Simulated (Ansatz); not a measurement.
Nudged elastic band run: C₂H₅FSZn

Input:

```yaml
crystal:
  periodic: [false, false, false]
  atoms:
    - { symbol: C, position_ang: [-0.450263, 0.340699, 2.122055] }
    - { symbol: Zn, position_ang: [-0.122361, -0.271768, 0.295384] }
    - { symbol: C, position_ang: [0.278384, -0.806594, -1.578532] }
    - { symbol: F, position_ang: [-0.819972, -1.166517, -2.368236] }
    - { symbol: S, position_ang: [1.247347, 0.565252, -2.334034] }
    - { symbol: H, position_ang: [0.422248, 0.129954, 2.775739] }
    - { symbol: H, position_ang: [-0.63823, 1.4347, 2.149867] }
    - { symbol: H, position_ang: [-1.334736, -0.168053, 2.559744] }
    - { symbol: H, position_ang: [1.010931, -1.647496, -1.617124] }
    - { symbol: H, position_ang: [0.406642, 1.589834, -2.004863] }
basis:
  gaussian: { orbitals: def2-SVP }
hamiltonian:
  xc: revpbe
  dispersion: d4
neb:
  order_check: false
  images: 9
  f_tol: 0.05
  max_iterations: 60
  optimiser: fire
  climbing: true
  final_atoms:
    - { symbol: C, position_ang: [-0.47595166, 0.35012503, 2.11508144] }
    - { symbol: Zn, position_ang: [-0.21861782, -0.2348335, 0.26819507] }
    - { symbol: C, position_ang: [0.13269711, -0.76818293, -1.61543986] }
    - { symbol: F, position_ang: [-0.9649097, -0.73136, -2.48216122] }
    - { symbol: S, position_ang: [1.52329453, 0.27751051, -2.22131062] }
    - { symbol: H, position_ang: [-0.18262338, 1.41320125, 2.24388372] }
    - { symbol: H, position_ang: [-1.53849866, 0.25006677, 2.42088694] }
    - { symbol: H, position_ang: [0.13767157, -0.25793568, 2.81268674] }
    - { symbol: H, position_ang: [0.57599928, -1.79071949, -1.67514254] }
    - { symbol: H, position_ang: [1.01092872, 1.49213902, -1.86667966] }
  initial_path:
    images:
      - { positions_ang: [[-0.450263, 0.340699, 2.122055], [-0.122361, -0.271768, 0.295384], [0.278384, -0.806594, -1.578532], [-0.819972, -1.166517, -2.368236], [1.247347, 0.565252, -2.334034], [0.422248, 0.129954, 2.775739], [-0.63823, 1.4347, 2.149867], [-1.334736, -0.168053, 2.559744], [1.010931, -1.647496, -1.617124], [0.406642, 1.589834, -2.004863]] }
      - { positions_ang: [[-0.46359317, 0.32259188, 2.13028394], [0.00204379, -0.20358822, 0.32041913], [0.31088562, -0.77904057, -1.56404405], [-0.84935627, -1.02096905, -2.18586169], [1.2247135, 0.49925907, -2.44837612], [0.3454039, 0.25065071, 2.81205812], [-0.79544205, 1.31202465, 2.11733026], [-1.22777956, -0.28304642, 2.5475985], [0.91721388, -1.66224274, -1.64898663], [0.53590036, 1.56437168, -2.08042145]] }
      - { positions_ang: [[-0.47692333, 0.30448476, 2.13851287], [0.12644858, -0.13540843, 0.34545426], [0.34338724, -0.75148715, -1.5495561], [-0.87874054, -0.87542109, -2.00348739], [1.20208001, 0.43326615, -2.56271824], [0.2685598, 0.37134743, 2.84837725], [-0.9526541, 1.1893493, 2.08479352], [-1.12082313, -0.39803985, 2.53545299], [0.82349675, -1.67698947, -1.68084926], [0.66515873, 1.53890935, -2.15597991]] }
      - { positions_ang: [[-0.4902535, 0.28637764, 2.14674181], [0.25085336, -0.06722865, 0.37048939], [0.37588886, -0.72393372, -1.53506814], [-0.90812481, -0.72987314, -1.82111308], [1.17944651, 0.36727322, -2.67706037], [0.1917157, 0.49204414, 2.88469637], [-1.10986616, 1.06667396, 2.05225678], [-1.01386669, -0.51303327, 2.52330749], [0.72977963, -1.69173621, -1.71271189], [0.79441709, 1.51344703, -2.23153836]] }
      - { positions_ang: [[-0.50358367, 0.26827052, 2.15497075], [0.37525815, 0.00095114, 0.39552452], [0.40839048, -0.69638029, -1.52058019], [-0.93750909, -0.58432518, -1.63873877], [1.15681301, 0.30128029, -2.79140249], [0.1148716, 0.61274085, 2.92101549], [-1.26707821, 0.94399861, 2.01972003], [-0.90691025, -0.6280267, 2.51116199], [0.63606251, -1.70648294, -1.74457452], [0.92367545, 1.48798471, -2.30709681]] }
      - { positions_ang: [[-0.51691383, 0.25016339, 2.16319969], [0.49966294, 0.06913092, 0.42055965], [0.44089211, -0.66882686, -1.50609224], [-0.96689336, -0.43877723, -1.45636446], [1.13417952, 0.23528737, -2.90574461], [0.0380275, 0.73343757, 2.95733461], [-1.42429026, 0.82132326, 1.98718329], [-0.79995382, -0.74302012, 2.49901648], [0.54234538, -1.72122968, -1.77643715], [1.05293382, 1.46252238, -2.38265526]] }
      - { positions_ang: [[-0.5087214, 0.27015572, 2.15357604], [0.35600679, 0.00833804, 0.39008673], [0.37925311, -0.68869808, -1.52796176], [-0.96649663, -0.49729378, -1.66152382], [1.21200252, 0.243732, -2.76885781], [-0.00610267, 0.8693903, 2.81464443], [-1.44713194, 0.70707196, 2.07392402], [-0.61242874, -0.64600324, 2.56175053], [0.54907616, -1.73512764, -1.75617823], [1.0445328, 1.46844571, -2.27946014]] }
      - { positions_ang: [[-0.50052896, 0.29014805, 2.14395239], [0.21235064, -0.05245485, 0.35961382], [0.31761411, -0.70856929, -1.54983129], [-0.96609989, -0.55581034, -1.86668317], [1.28982552, 0.25217662, -2.63197101], [-0.05023285, 1.00534304, 2.67195426], [-1.46997362, 0.59282067, 2.16066475], [-0.42490366, -0.54898635, 2.62448458], [0.55580694, -1.7490256, -1.73591931], [1.03613178, 1.47436904, -2.17626502]] }
      - { positions_ang: [[-0.49233653, 0.31014038, 2.13432874], [0.06869449, -0.11324773, 0.3291409], [0.25597511, -0.7284405, -1.57170081], [-0.96570316, -0.61432689, -2.07184252], [1.36764852, 0.26062125, -2.49508422], [-0.09436302, 1.14129578, 2.52926408], [-1.4928153, 0.47856937, 2.24740548], [-0.23737858, -0.45196946, 2.68721863], [0.56253772, -1.76292356, -1.71566038], [1.02773076, 1.48029237, -2.0730699]] }
      - { positions_ang: [[-0.4841441, 0.3301327, 2.12470509], [-0.07496167, -0.17404062, 0.29866799], [0.19433611, -0.74831171, -1.59357034], [-0.96530643, -0.67284345, -2.27700187], [1.44547152, 0.26906588, -2.35819742], [-0.1384932, 1.27724852, 2.3865739], [-1.51565698, 0.36431807, 2.33414621], [-0.04985351, -0.35495257, 2.74995269], [0.5692685, -1.77682152, -1.69540146], [1.01932974, 1.48621569, -1.96987478]] }
      - { positions_ang: [[-0.47595166, 0.35012503, 2.11508144], [-0.21861782, -0.2348335, 0.26819507], [0.13269711, -0.76818293, -1.61543986], [-0.9649097, -0.73136, -2.48216122], [1.52329453, 0.27751051, -2.22131062], [-0.18262338, 1.41320125, 2.24388372], [-1.53849866, 0.25006677, 2.42088694], [0.13767157, -0.25793568, 2.81268674], [0.57599928, -1.79071949, -1.67514254], [1.01092872, 1.49213902, -1.86667966]] }
```

Run as:

```bash
$ ansatz run input.yaml --threads 2 --pin off --max-ram 3072MiB --backend cpu --events-out ev --progress --plain --runs-dir out
```

Output, in part (warnings, iteration lines):

```
NEB end point (image 0): max|allowed force component| = 1.253e-2 eV/Å (the criterion of neb.relax_end_points is 1.000e-2)
NEB end point (image 10): max|allowed force component| = 1.606e-2 eV/Å (the criterion of neb.relax_end_points is 1.000e-2)
NEB iter   1: max|band force component| = 5.790e0 eV/Å  barrier→ = 1.3679 eV  barrier← = 1.3679 eV  Δτ_max = 0.0971 Å  (301 SCF iters)
NEB iter   2: max|band force component| = 1.488e0 eV/Å  barrier→ = 0.4131 eV  barrier← = 0.4131 eV  Δτ_max = 0.0835 Å  (256 SCF iters)
NEB iter   3: max|band force component| = 4.491e0 eV/Å  barrier→ = 0.6604 eV  barrier← = 0.6604 eV  Δτ_max = 0.0166 Å  (255 SCF iters)
NEB iter   4: max|band force component| = 3.750e0 eV/Å  barrier→ = 0.5227 eV  barrier← = 0.5227 eV  Δτ_max = 0.0304 Å  (268 SCF iters)
NEB iter   5: max|band force component| = 2.396e0 eV/Å  barrier→ = 0.3598 eV  barrier← = 0.3598 eV  Δτ_max = 0.0392 Å  (264 SCF iters)
NEB iter   6: max|band force component| = 7.450e-1 eV/Å  barrier→ = 0.3434 eV  barrier← = 0.3434 eV  Δτ_max = 0.0406 Å  (262 SCF iters)
NEB iter   7: max|band force component| = 1.079e0 eV/Å  barrier→ = 0.3341 eV  barrier← = 0.3341 eV  Δτ_max = 0.0010 Å  (263 SCF iters)
NEB iter   8: max|band force component| = 1.023e0 eV/Å  barrier→ = 0.3330 eV  barrier← = 0.3331 eV  Δτ_max = 0.0019 Å  (194 SCF iters)
NEB iter   9: max|band force component| = 9.141e-1 eV/Å  barrier→ = 0.3311 eV  barrier← = 0.3311 eV  Δτ_max = 0.0027 Å  (207 SCF iters)
NEB iter  10: max|band force component| = 7.577e-1 eV/Å  barrier→ = 0.3284 eV  barrier← = 0.3284 eV  Δτ_max = 0.0034 Å  (215 SCF iters)
NEB iter  11: max|band force component| = 5.623e-1 eV/Å  barrier→ = 0.3251 eV  barrier← = 0.3252 eV  Δτ_max = 0.0039 Å  (242 SCF iters)
NEB iter  12: max|band force component| = 3.976e-1 eV/Å  barrier→ = 0.3216 eV  barrier← = 0.3217 eV  CI = image 5  Δτ_max = 0.0042 Å  (249 SCF iters)
NEB iter  13: max|band force component| = 3.794e-1 eV/Å  barrier→ = 0.3179 eV  barrier← = 0.3179 eV  CI = image 5  Δτ_max = 0.0047 Å  (250 SCF iters)
NEB iter  14: max|band force component| = 3.564e-1 eV/Å  barrier→ = 0.3135 eV  barrier← = 0.3135 eV  CI = image 5  Δτ_max = 0.0005 Å  (256 SCF iters)
NEB iter  15: max|band force component| = 3.545e-1 eV/Å  barrier→ = 0.3129 eV  barrier← = 0.3129 eV  CI = image 5  Δτ_max = 0.0011 Å  (167 SCF iters)
NEB iter  16: max|band force component| = 3.508e-1 eV/Å  barrier→ = 0.3118 eV  barrier← = 0.3119 eV  CI = image 5  Δτ_max = 0.0016 Å  (177 SCF iters)
NEB iter  17: max|band force component| = 3.451e-1 eV/Å  barrier→ = 0.3102 eV  barrier← = 0.3102 eV  CI = image 5  Δτ_max = 0.0021 Å  (193 SCF iters)
NEB iter  18: max|band force component| = 3.374e-1 eV/Å  barrier→ = 0.3081 eV  barrier← = 0.3082 eV  CI = image 5  Δτ_max = 0.0027 Å  (195 SCF iters)
NEB iter  19: max|band force component| = 3.276e-1 eV/Å  barrier→ = 0.3056 eV  barrier← = 0.3057 eV  CI = image 5  Δτ_max = 0.0032 Å  (197 SCF iters)
NEB iter  20: max|band force component| = 3.155e-1 eV/Å  barrier→ = 0.3027 eV  barrier← = 0.3027 eV  CI = image 5  Δτ_max = 0.0041 Å  (202 SCF iters)
NEB iter  21: max|band force component| = 2.995e-1 eV/Å  barrier→ = 0.2991 eV  barrier← = 0.2991 eV  CI = image 5  Δτ_max = 0.0051 Å  (203 SCF iters)
NEB iter  22: max|band force component| = 2.805e-1 eV/Å  barrier→ = 0.2947 eV  barrier← = 0.2947 eV  CI = image 5  Δτ_max = 0.0064 Å  (206 SCF iters)
NEB iter  23: max|band force component| = 2.623e-1 eV/Å  barrier→ = 0.2895 eV  barrier← = 0.2895 eV  CI = image 5  Δτ_max = 0.0078 Å  (214 SCF iters)
NEB iter  24: max|band force component| = 2.403e-1 eV/Å  barrier→ = 0.2834 eV  barrier← = 0.2834 eV  CI = image 5  Δτ_max = 0.0094 Å  (221 SCF iters)
NEB iter  25: max|band force component| = 2.139e-1 eV/Å  barrier→ = 0.2766 eV  barrier← = 0.2766 eV  CI = image 5  Δτ_max = 0.0112 Å  (242 SCF iters)
NEB iter  26: max|band force component| = 1.830e-1 eV/Å  barrier→ = 0.2692 eV  barrier← = 0.2693 eV  CI = image 5  Δτ_max = 0.0129 Å  (249 SCF iters)
NEB iter  27: max|band force component| = 1.776e-1 eV/Å  barrier→ = 0.2615 eV  barrier← = 0.2616 eV  CI = image 5  Δτ_max = 0.0145 Å  (256 SCF iters)
NEB iter  28: max|band force component| = 1.838e-1 eV/Å  barrier→ = 0.2537 eV  barrier← = 0.2537 eV  CI = image 5  Δτ_max = 0.0157 Å  (262 SCF iters)
NEB iter  29: max|band force component| = 1.878e-1 eV/Å  barrier→ = 0.2460 eV  barrier← = 0.2460 eV  CI = image 5  Δτ_max = 0.0164 Å  (263 SCF iters)
NEB iter  30: max|band force component| = 1.893e-1 eV/Å  barrier→ = 0.2384 eV  barrier← = 0.2385 eV  CI = image 5  Δτ_max = 0.0198 Å  (262 SCF iters)
NEB iter  31: max|band force component| = 1.881e-1 eV/Å  barrier→ = 0.2307 eV  barrier← = 0.2308 eV  CI = image 5  Δτ_max = 0.0240 Å  (260 SCF iters)
NEB iter  32: max|band force component| = 1.842e-1 eV/Å  barrier→ = 0.2223 eV  barrier← = 0.2224 eV  CI = image 5  Δτ_max = 0.0290 Å  (264 SCF iters)
NEB iter  33: max|band force component| = 1.762e-1 eV/Å  barrier→ = 0.2127 eV  barrier← = 0.2127 eV  CI = image 5  Δτ_max = 0.0345 Å  (263 SCF iters)
NEB iter  34: max|band force component| = 1.640e-1 eV/Å  barrier→ = 0.2014 eV  barrier← = 0.2015 eV  CI = image 5  Δτ_max = 0.0406 Å  (261 SCF iters)
NEB iter  35: max|band force component| = 1.503e-1 eV/Å  barrier→ = 0.1890 eV  barrier← = 0.1890 eV  CI = image 5  Δτ_max = 0.0031 Å  (262 SCF iters)
NEB iter  36: max|band force component| = 1.513e-1 eV/Å  barrier→ = 0.1874 eV  barrier← = 0.1874 eV  CI = image 5  Δτ_max = 0.0062 Å  (205 SCF iters)
NEB iter  37: max|band force component| = 1.503e-1 eV/Å  barrier→ = 0.1845 eV  barrier← = 0.1845 eV  CI = image 5  Δτ_max = 0.0092 Å  (207 SCF iters)
NEB iter  38: max|band force component| = 1.449e-1 eV/Å  barrier→ = 0.1805 eV  barrier← = 0.1805 eV  CI = image 5  Δτ_max = 0.0120 Å  (242 SCF iters)
NEB iter  39: max|band force component| = 1.368e-1 eV/Å  barrier→ = 0.1758 eV  barrier← = 0.1758 eV  CI = image 5  Δτ_max = 0.0147 Å  (257 SCF iters)
NEB iter  40: max|band force component| = 1.298e-1 eV/Å  barrier→ = 0.1705 eV  barrier← = 0.1705 eV  CI = image 5  Δτ_max = 0.0172 Å  (257 SCF iters)
NEB iter  41: max|band force component| = 1.249e-1 eV/Å  barrier→ = 0.1647 eV  barrier← = 0.1647 eV  CI = image 5  Δτ_max = 0.0218 Å  (254 SCF iters)
NEB iter  42: max|band force component| = 1.192e-1 eV/Å  barrier→ = 0.1576 eV  barrier← = 0.1576 eV  CI = image 5  Δτ_max = 0.0274 Å  (264 SCF iters)
NEB iter  43: max|band force component| = 1.120e-1 eV/Å  barrier→ = 0.1489 eV  barrier← = 0.1490 eV  CI = image 5  Δτ_max = 0.0341 Å  (263 SCF iters)
NEB iter  44: max|band force component| = 1.028e-1 eV/Å  barrier→ = 0.1384 eV  barrier← = 0.1384 eV  CI = image 5  Δτ_max = 0.0415 Å  (263 SCF iters)
NEB iter  45: max|band force component| = 1.773e-1 eV/Å  barrier→ = 0.1259 eV  barrier← = 0.1259 eV  CI = image 5  Δτ_max = 0.0492 Å  (261 SCF iters)
NEB iter  46: max|band force component| = 4.413e-1 eV/Å  barrier→ = 0.1122 eV  barrier← = 0.1122 eV  CI = image 5  Δτ_max = 0.0251 Å  (258 SCF iters)
NEB iter  47: max|band force component| = 1.055e0 eV/Å  barrier→ = 0.1133 eV  barrier← = 0.1133 eV  CI = image 5  Δτ_max = 0.0155 Å  (260 SCF iters)
NEB iter  48: max|band force component| = 1.011e-1 eV/Å  barrier→ = 0.1094 eV  barrier← = 0.1095 eV  CI = image 5  Δτ_max = 0.0164 Å  (252 SCF iters)
NEB iter  49: max|band force component| = 7.793e-1 eV/Å  barrier→ = 0.1106 eV  barrier← = 0.1106 eV  CI = image 5  Δτ_max = 0.0028 Å  (252 SCF iters)
NEB iter  50: max|band force component| = 6.399e-1 eV/Å  barrier→ = 0.1097 eV  barrier← = 0.1097 eV  CI = image 5  Δτ_max = 0.0051 Å  (196 SCF iters)
NEB iter  51: max|band force component| = 3.762e-1 eV/Å  barrier→ = 0.1084 eV  barrier← = 0.1085 eV  CI = image 5  Δτ_max = 0.0064 Å  (223 SCF iters)
NEB iter  52: max|band force component| = 1.036e-1 eV/Å  barrier→ = 0.1077 eV  barrier← = 0.1077 eV  CI = image 5  Δτ_max = 0.0059 Å  (225 SCF iters)
NEB iter  53: max|band force component| = 3.198e-1 eV/Å  barrier→ = 0.1075 eV  barrier← = 0.1076 eV  CI = image 5  Δτ_max = 0.0003 Å  (223 SCF iters)
NEB iter  54: max|band force component| = 3.020e-1 eV/Å  barrier→ = 0.1075 eV  barrier← = 0.1075 eV  CI = image 5  Δτ_max = 0.0006 Å  (164 SCF iters)
NEB iter  55: max|band force component| = 2.676e-1 eV/Å  barrier→ = 0.1074 eV  barrier← = 0.1074 eV  CI = image 5  Δτ_max = 0.0008 Å  (169 SCF iters)
NEB iter  56: max|band force component| = 2.186e-1 eV/Å  barrier→ = 0.1072 eV  barrier← = 0.1072 eV  CI = image 5  Δτ_max = 0.0011 Å  (175 SCF iters)
NEB iter  57: max|band force component| = 1.583e-1 eV/Å  barrier→ = 0.1070 eV  barrier← = 0.1070 eV  CI = image 5  Δτ_max = 0.0012 Å  (182 SCF iters)
NEB iter  58: max|band force component| = 1.017e-1 eV/Å  barrier→ = 0.1068 eV  barrier← = 0.1068 eV  CI = image 5  Δτ_max = 0.0013 Å  (183 SCF iters)
NEB iter  59: max|band force component| = 1.034e-1 eV/Å  barrier→ = 0.1066 eV  barrier← = 0.1066 eV  CI = image 5  Δτ_max = 0.0013 Å  (184 SCF iters)
NEB iter  60: max|band force component| = 1.053e-1 eV/Å  barrier→ = 0.1064 eV  barrier← = 0.1064 eV  CI = image 5  Δτ_max = 0.0001 Å  (187 SCF iters)
Error: NEB band did not converge after 60 iterations: max|band force component| = 1.05e-1 eV/Å (threshold 5.0e-2); raise `neb.max_iterations` in a new run, which can start from the last band evaluated (`neb.initial_path`, with `crystal.atoms` and `neb.final_atoms` set to its first and last images), …
```

The run ended unconverged. The band didn't meet its force threshold, so its energies are provisional: the largest band force was still 0.11 eV/Å, and over the last iterations the top stayed at 0.11 eV.

Final band:

```json
{"image": "0", "path coordinate (Å)": "0.00", "energy (eV)": "0.000"}
{"image": "1", "path coordinate (Å)": "0.40", "energy (eV)": "0.005"}
{"image": "2", "path coordinate (Å)": "0.80", "energy (eV)": "0.019"}
{"image": "3", "path coordinate (Å)": "1.19", "energy (eV)": "0.042"}
{"image": "4", "path coordinate (Å)": "1.56", "energy (eV)": "0.072"}
{"image": "5", "path coordinate (Å)": "1.93", "energy (eV)": "0.106"}
{"image": "6", "path coordinate (Å)": "2.29", "energy (eV)": "0.071"}
{"image": "7", "path coordinate (Å)": "2.66", "energy (eV)": "0.040"}
{"image": "8", "path coordinate (Å)": "3.05", "energy (eV)": "0.017"}
{"image": "9", "path coordinate (Å)": "3.44", "energy (eV)": "0.004"}
{"image": "10", "path coordinate (Å)": "3.84", "energy (eV)": "0.000"}
```

Time of the run: 18 min on 2 threads of Arm Neoverse V2, on a shared host, peak memory 0.2 GiB.
